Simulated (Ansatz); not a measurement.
`[CH3][Al]([Cl])[Cl]` + H₂Se → `[Cl][Al]([Cl])[SeH]` + CH₄  (ligand exchange at the Al–C bond)

Computed with Ansatz on PBE0-D4/def2-TZVP structures; ΔE is electronic, products minus reactants. CBS: MP2 limit from def2 TZ/QZ plus the TZ coupled-cluster correction, frozen cores. This one scheme is used for every species. DFT in def2-TZVPP. HSE06 is defined as in plane-wave codes. For Se outer-core shells are correlated without core-valence functions, which leaves a few kJ/mol of doubt a bond. Scalar relativity is left out up to krypton. One conformer a species, not always the lowest.

| level | ΔE (eV) |
| --- | --- |
| LDA (SPW92) | -1.12 |
| B2PLYP | -1.19 |
| r2SCAN | -1.21 |
| HSE06 | -1.19 |

(1) What does CCSD(T)/CBS give? (Best estimate.)

Largest T1 diagnostic among the species: 0.009.

## Answers

(1) The calculation gave: -1.22 eV. The listed levels differ from it by 0.10, 0.03, 0.01, 0.03 eV.

From BLYP to BHLYP (50 % exact exchange), in def2-TZVPP and without D4, ΔE moves by −0.06 eV. Leaving LDA and LC-ωPBE aside and taking each functional with its dispersion term where it has one, the values, not all of them listed here, spread over 0.09 eV, from BHLYP-D4 to CAM-B3LYP-D4. LDA lies +0.04 eV from PBE without D4.
